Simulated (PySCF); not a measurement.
**How far are cheaper levels from CCSD(T)/CBS for KH?**

PySCF; the state is a singlet (closed shell). The composite is CCSD(T) extrapolated to the basis-set limit from two correlation-consistent sets, with core-valence (CV) and scalar-relativistic (SR) terms as its label shows; it has no spin–orbit coupling and nothing beyond (T). Here it is CCSD(T)/CBS(TQ). It gives Re = 2.241 Å, ωe = 983 cm⁻¹ and De = 1.84 eV to K + H.

```
      level        basis     relativity  Re (Å)  ωe (cm⁻¹)  De (eV)
        RHF     def2-SVP  no relativity   2.328        984     0.78
        RHF   def2-TZVPP  no relativity   2.322        971     0.82
    RHF-MP2  6-311G(d,p)  no relativity   2.243       1021     1.30
   RHF-CCSD    def2-TZVP  no relativity   2.280        968     1.50
RHF-CCSD(T)        3-21G  no relativity   2.418        835     1.15
        PBE  6-311G(d,p)  no relativity   2.241        957     1.75
       PBE0        3-21G  no relativity   2.326        931     1.43
       PBE0    def2-TZVP  no relativity   2.264        974     1.65
    r²SCAN0   def2-TZVPP  no relativity   2.271        982     1.72
  CAM-B3LYP   def2-TZVPP  no relativity   2.254       1000     1.85
```

Task: Give the difference of each row from the composite.

Result: 

```json
{"level": "RHF", "basis": "def2-SVP", "ΔRe (pm)": "+8.7", "Δωe (%)": "+0.1", "ΔDe (eV)": "-1.06"}
{"level": "RHF", "basis": "def2-TZVPP", "ΔRe (pm)": "+8.1", "Δωe (%)": "-1.2", "ΔDe (eV)": "-1.02"}
{"level": "RHF-MP2", "basis": "6-311G(d,p)", "ΔRe (pm)": "+0.2", "Δωe (%)": "+3.9", "ΔDe (eV)": "-0.54"}
{"level": "RHF-CCSD", "basis": "def2-TZVP", "ΔRe (pm)": "+3.9", "Δωe (%)": "-1.5", "ΔDe (eV)": "-0.34"}
{"level": "RHF-CCSD(T)", "basis": "3-21G", "ΔRe (pm)": "+17.7", "Δωe (%)": "-15.1", "ΔDe (eV)": "-0.69"}
{"level": "PBE", "basis": "6-311G(d,p)", "ΔRe (pm)": "+0.0", "Δωe (%)": "-2.6", "ΔDe (eV)": "-0.09"}
{"level": "PBE0", "basis": "3-21G", "ΔRe (pm)": "+8.5", "Δωe (%)": "-5.3", "ΔDe (eV)": "-0.41"}
{"level": "PBE0", "basis": "def2-TZVP", "ΔRe (pm)": "+2.3", "Δωe (%)": "-0.9", "ΔDe (eV)": "-0.19"}
{"level": "r²SCAN0", "basis": "def2-TZVPP", "ΔRe (pm)": "+3.0", "Δωe (%)": "-0.1", "ΔDe (eV)": "-0.12"}
{"level": "CAM-B3LYP", "basis": "def2-TZVPP", "ΔRe (pm)": "+1.3", "Δωe (%)": "+1.7", "ΔDe (eV)": "+0.01"}
```

Task: Which rows come closest in De?

Result: CAM-B3LYP in def2-TZVPP (+0.01 eV), counted from the composite.

Measured (Huber and Herzberg, Constants of Diatomic Molecules (1979)): Re = 2.2425 Å, ωe = 983.6 cm⁻¹; the composite is off by -1.4 mÅ and -0.8 cm⁻¹.

Correlated steps freeze 5 core orbitals. Where the molecule has an RHF reference, its open-shell atoms are computed with UHF. The CCSD T1 diagnostic is raised in KH, a sign that a single reference may not be enough there. 3-21G is very small, so such numbers show the basis as much as the molecule.
